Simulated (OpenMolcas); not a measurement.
# Levels of Ta by method

- Program: OpenMolcas
- Basis: ANO-R1 [7s5p4d2f]
- Scalar Hamiltonian: X2C, finite nucleus
- Active space: 3 electrons in 5 orbitals (5d)
- State averaging: 2S+1 = 4 even, 10 roots; 2S+1 = 2 even, 40 roots
- Spin-orbit coupling: RASSI with atomic mean-field integrals over the reference wave functions, term energies averaged over their components

Methods on the same reference wave functions:
A. CASSCF
B. SS-CASPT2, IPEA 0.25 Eh, imaginary shift 0.1 Eh (closed shells correlated: 5s 5p 6s)
C. MS-CASPT2, IPEA 0.25 Eh, imaginary shift 0.1 Eh (closed shells correlated: 5s 5p 6s)

Energies in eV above 5d3 6s2 4F 3/2, the measured ground level; measured values from NIST Handbook of Basic Atomic Spectroscopic Data.

| Level | A | B | C | Measured |
| --- | --- | --- | --- | --- |
| 5d3 6s2 4F 3/2 | 0.0000 | 0.0000 | 0.0000 | 0.0000 |
| 5d3 6s2 4F 5/2 | 0.2513 | 0.273 | 0.275 | 0.2492 |
| 5d3 6s2 4F 7/2 | 0.5227 | 0.546 | 0.548 | 0.4915 |
| 5d3 6s2 4F 9/2 | 0.7808 | 0.783 | 0.787 | 0.6969 |
| 5d3 6s2 4P 3/2 [50 %] | 1.3203 | 1.085 | 1.024 |  |
| 5d3 6s2 4P 1/2 [75 %] | 1.4048 | 1.186 | 1.147 | 0.7500 |
| 5d3 6s2 2G 7/2 | 1.6244 | 1.430 | 1.433 |  |
| 5d3 6s2 4P 5/2 | 1.7706 | 1.530 | 1.530 | 1.1473 |
| 5d3 6s2 2P 1/2 [75 %] | 2.1383 | 1.944 | 1.779 |  |
| 5d3 6s2 2H 11/2 | 2.2663 | 2.110 | 2.169 |  |
| 5d3 6s2 2D 5/2(1) | 2.4841 | 2.051 | 2.062 |  |
| 5d3 6s2 2P 3/2 [58 %] | 2.7223 | 2.458 | 2.324 |  |
| 5d3 6s2 2F 7/2 | 3.2708 | 2.803 | 2.806 |  |
| 5d3 6s2 2F 5/2 | 3.3047 | 2.817 | 2.821 |  |
| 5d3 6s2 2D 5/2(2) | 4.9273 | 4.183 | 4.178 |  |
| 5d3 6s2 2D 3/2(2) | 4.9770 | 4.211 | 4.223 |  |

Deviations, from unrounded energies. A percentage is the sum of absolute deviations over the sum of measured energies, with the sign that they share, or ± where signs differ.

```
                        Against measurement  Levels      A      B      C
             mean absolute deviation (cm-1)       5   2300   1600   1500
      fine structure of the ground term (%)       3   +8.2  +11.4  +12.0
other terms of the ground configuration (%)       2  +67.4  +43.2  +41.1
```

B, C lie about equally close to measurement and A furthest from it. The largest miss of C in the table is 5d3 6s2 4P 1/2 [75 %], by +3200 cm-1. The ranking rests on the paired levels alone, and a cruder setting can come out closer through cancelling errors.

Between B and C the level of the table that moves most is 5d3 6s2 2P 1/2 [75 %], by 1300 cm-1 (lowest in C, highest in B). Moves below CASPT2's spread within the term are not significant.

The mean deviations of B to C differ by less than CASPT2's widest spread within a term (980 cm-1), so their order carries little weight.

From A to B the spin-free energies of the other terms of 5d3 6s2 shown, above 4F, scale by factors of 0.72 to 0.88, as is usual when dynamic correlation screens the repulsion within a d or f shell.

The lowest spin-free term lies below A's lowest term by 0.190 hartree in B, 0.190 hartree in C.

Term energies are means over components that CASPT2 splits; among the terms shown or strongly mixed into the levels shown the widest spread is 980 cm-1 (5d3 6s2 2H, B). With the s shell closed, the reference lacks s² → p², s² → d² and s → d mixing, so excited terms can stand far too high and out of order, with CASPT2 too. Without dynamic correlation excited terms often stand tens of per cent too high (terms of higher spin than the ground term too low), and those without a measured partner can miss by more than the paired ones (holds for A). The CASPT2 spread within a term exceeds the gap to the next term for 5d3 6s2 2P and 5d3 6s2 2H, so the order of their levels is uncertain (holds for B). Some terms miss by over 15 % even with CASPT2, which points to a basis or an active space too small for the shells correlated (holds for B; C). Computed and measured levels are paired by configuration, term and J; levels that our copy of the source lacks, or whose pairing is in doubt (as where it misses far off the trend of its configuration), stay unpaired and out of the deviations. Levels of configurations outside the active space are missing. Levels that lie high or do not pair safely by name in every column are left out.

A share in square brackets marks a mixed level and gives the weight of the term that names it, the lowest over the columns. A number in round brackets counts repeated terms of one configuration in the order of the reference energies.
